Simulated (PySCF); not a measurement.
Spectrum to structure. Computed with TDDFT wB97X-D/def2-SVPD, vertical, gas phase, core orbitals frozen in the response (PySCF 2.14.0, density-fitted response routines). Geometries: PBE0-D3(BJ)/def2-SVP, one conformer each. Ions are computed without counter-ions or solvent.

```csv
state,E (eV),λ (nm),f
S1,5.50,225.5,0.017
S2,5.62,220.7,0.252
S3,6.57,188.7,0.261
S4,6.97,177.9,0.0002
S5,7.21,172.0,0.621
S6,7.75,159.9,0.0019
```

Orbital energies (eV): HOMO-3 -16.47, HOMO-2 -15.91, HOMO-1 -14.69, HOMO -13.79, LUMO -4.24, LUMO+1 -3.66, LUMO+2 -1.53.

**Question.** Which candidate is it? All have the formula [C7H10NO]+.
A. `C=CC1=[N+](CC)C=CO1`
B. `COC1=CC=[N+](C)C=C1`
C. `COc1cccc([NH3+])c1`
D. `COc1cccc[n+]1C`

**Answer.** B. Its S1, at 5.50 eV, is the highest among the candidates; the nearest of the others has S1 at 5.04 eV. S1 is HOMO→LUMO+1 (56%), HOMO-1→LUMO (33%), HOMO→LUMO (9%). Löwdin shares by element: HOMO oxygen 27%, carbon 26% or more, nitrogen 15% (atoms not listed hold the other 32%); LUMO carbon 50% or more, nitrogen 18% (atoms not listed hold the other 32%). At the same level the other candidates give, for their lowest levels:
- `COc1cccc[n+]1C`: 4.97 eV (f 0.140); 6.21 eV (f 0.023); 7.06 eV (f 0.662); 7.19 eV (f 0.001); 7.47 eV (f 0.189); HOMO -13.68, LUMO -4.48 eV
- `C=Cc1occ[n+]1CC`: 5.04 eV (f 0.436); 6.84 eV (f 0.026); 7.07 eV (f 0.108); 7.20 eV (f 0.009); 7.70 eV (f 0.083); HOMO -13.58, LUMO -4.77 eV
- `COc1cccc([NH3+])c1`: 4.93 eV (f 0.060); 5.79 eV (f 0.113); 6.05 eV (f 0.000); 6.78 eV (f 0.614); 6.91 eV (f 0.253); HOMO -12.28, LUMO -3.08 eV

Shape of the structure used: `[CH3:1][O:2][c:3]1[cH:4][cH:5][n+:6]([CH3:7])[cH:8][cH:9]1`: C1–O2–C3–C4 179°.
